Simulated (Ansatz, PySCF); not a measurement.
Spin states of F2Ru (SMILES [F][Ru][F]), each relaxed with B3LYP-D3(BJ)/def2-TZVP.
State 1 (charge 0, multiplicity 5):
```xyz
3

Ru    -0.011     0.016    -0.023
F     -0.241     1.407    -1.264
F      0.218    -1.376     1.217
```
State 2 (charge 0, multiplicity 1):
```xyz
3

Ru     0.228     0.179     0.116
F     -0.348     1.252    -1.268
F      0.086    -1.384     1.082
```

Singlets are restricted, other states unrestricted; no spin–orbit coupling, no relativity up to Kr; see below for the cores. The largest T1 diagnostic is 0.034.

Correlated levels freeze the inner cores; with def2 sets outer-core shells near the valence are correlated too. CBS(a, b) extrapolates the correlation energy as X⁻³ and adds the Hartree–Fock energy of set b.

Programs: Ansatz (Gaussian basis) for Hartree–Fock, density functionals and correlated methods; PySCF for the dispersion terms. Values without a source in brackets are computed. In def2 rows elements past Kr take small-core potentials, without spin–orbit coupling.

| level | energy of the multiplicity-1 state less that of the multiplicity-5 state (eV) |
|---|---|
| SVWN5/def2-TZVPP | 1.566 |
| PBE/def2-TZVPP | 1.836 |
| B3LYP-D3(BJ)/def2-TZVPP | 1.937 |
| B3LYP-D4/def2-TZVPP | 1.936 |
| PBE0-D4/def2-TZVPP | 2.192 |
| B2PLYP/def2-TZVPP | 2.059 |
| B2PLYP-D3(BJ)/def2-TZVPP | 2.058 |
| CCSD(T)/def2-SVP | ? |
| CCSD(T)/CBS(def2-SVP, def2-TZVPP) | ? |

**Question.** Complete the blanks.

**Answer.** 
- CCSD(T)/def2-SVP, energy of the multiplicity-1 state less that of the multiplicity-5 state (eV): 2.352
- CCSD(T)/CBS(def2-SVP, def2-TZVPP), energy of the multiplicity-1 state less that of the multiplicity-5 state (eV): 1.992

Doubts at one or more of the structures used: a restricted determinant that unrestricted orbitals would lower (B2PLYP/def2-TZVPP, B2PLYP-D3(BJ)/def2-TZVPP, CCSD(T)/def2-SVP, CCSD(T)/CBS(def2-SVP, def2-TZVPP)).

Ansatz is an electronic-structure program.
